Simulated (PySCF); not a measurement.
## ScO at PBE0

Level: PBE0. Sc def2-TZVP, O def2-TZVP; no relativity (PySCF 2.14).

For ScO, the state is ²Π (doublet), unpaired electrons π ↑, a second solution, started from another occupation, the bond length is 1.690 Å and the harmonic wavenumber is 907 cm⁻¹. The force constant is 5.72 mdyn/Å, the rotational constant Be is 0.5002 cm⁻¹ and the anharmonicity ωexe is 3.85 cm⁻¹. The vibration–rotation constant αe is 0.00278 cm⁻¹. The energy of the minimum from ground-state Sc (3d1 4s2) + O is -4.91 eV. The bond order (Mayer) is 2.09 and the dipole moment (positive dipole means Sc(−)O(+)) is -5.16 D.

Counting both spins, an empty level lies below a filled one in this solution, because spin and occupation are held.
